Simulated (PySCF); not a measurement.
## Electronic structure of Zn⁺ (zinc, charge +1) at the UHF level

Configuration: [Ar] 3d10 4s1, 2S determinant. Computed with PySCF 2.14 in cc-pVTZ-DK (7s6p4d2f1g, 68 functions), with the spin-free X2C one-electron Hamiltonian (Gaussian nucleus).

```
Total energy                        : -1793.980580 hartree
One-electron energy                 : -2494.6431 hartree
Hartree (Coulomb) energy            : 771.0605 hartree
Exchange energy                     : -70.3980 hartree
⟨S²⟩                                : 0.7509
⟨L²⟩                                : 0.000
Sum of ⟨r⟩                          : 18.65 bohr
Sum of ⟨r²⟩                         : 22.39 bohr²
Langevin diamagnetic susceptibility : -17.7 ×10⁻⁶ cm³/mol
Time after the integrals            : 0.32 s of wall time on 1 thread of Neoverse-V2 (shared host)
```

```csv
shell,electrons,mean orbital energy (hartree),"rms radius, mean of both spins (bohr)"
1s α,1,-357.89250,0.0580
1s β,1,-357.88868,0.0580
2s α,1,-45.67047,0.244
2s β,1,-45.66762,0.244
2p β,3,-39.47929,0.219
2p α,3,-39.47853,0.219
3s α,1,-6.14562,0.732
3s β,1,-6.13606,0.732
3p α,3,-4.22280,0.777
3p β,3,-4.22270,0.777
3d α,5,-1.10878,0.998
3d β,5,-1.10793,0.998
4s α,1,-0.62365,2.71
```

Densities and radii are taken from the X2C orbitals without a picture-change correction, which distorts them close to the nucleus.
